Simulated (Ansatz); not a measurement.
Start from `[CH3][SnH2][AlH2]` and change one atom or group to get `[CH3][SnH]([OH])[AlH2]`.

Ansatz, PBE0-D4/def2-TZVP geometries, multiplicity 1. Each molecule was computed in one conformer, which needn't be the lowest.

Elements past krypton have def2 core potentials.

```json
{"property": "HOMO energy (PBE0/def2-TZVPP) / eV", "`[CH3][SnH2][AlH2]`": "-7.16"}
{"property": "LUMO energy (B3LYP/def2-TZVPP) / eV", "`[CH3][SnH2][AlH2]`": "-2.32"}
{"property": "HOMO energy (PBE/def2-TZVPP) / eV", "`[CH3][SnH2][AlH2]`": "-6.15"}
{"property": "HOMO–LUMO gap (B3LYP/def2-TZVPP) / eV", "`[CH3][SnH2][AlH2]`": "4.65"}
{"property": "HOMO energy (ωB97M-V/def2-TZVPP) / eV", "`[CH3][SnH2][AlH2]`": "-9.11"}
{"property": "size of the dipole moment (PBE/def2-TZVPP) / D", "`[CH3][SnH2][AlH2]`": "0.73"}
```

Problem. Give the same properties after the change, and the shifts. (Best estimate.)

Solution. Computed: 
```
                                      property  `[CH3][SnH]([OH])[AlH2]`  shift
            HOMO energy (PBE0/def2-TZVPP) / eV                     -7.00   0.16
           LUMO energy (B3LYP/def2-TZVPP) / eV                     -2.48  -0.16
             HOMO energy (PBE/def2-TZVPP) / eV                     -5.83   0.32
         HOMO–LUMO gap (B3LYP/def2-TZVPP) / eV                      4.33  -0.32
         HOMO energy (ωB97M-V/def2-TZVPP) / eV                     -9.00   0.11
size of the dipole moment (PBE/def2-TZVPP) / D                      1.52   0.79
```

With PBE0 the HOMO rises by 0.16 eV and the LUMO falls by 0.16 eV, so the gap narrows by about 0.32 eV. PBE moves the HOMO by 0.32 eV and ωB97M-V by 0.11 eV. Dipoles are sizes alone; their direction can turn.

B3LYP here is the variant with VWN-RPA as its local correlation; programs differ in this.
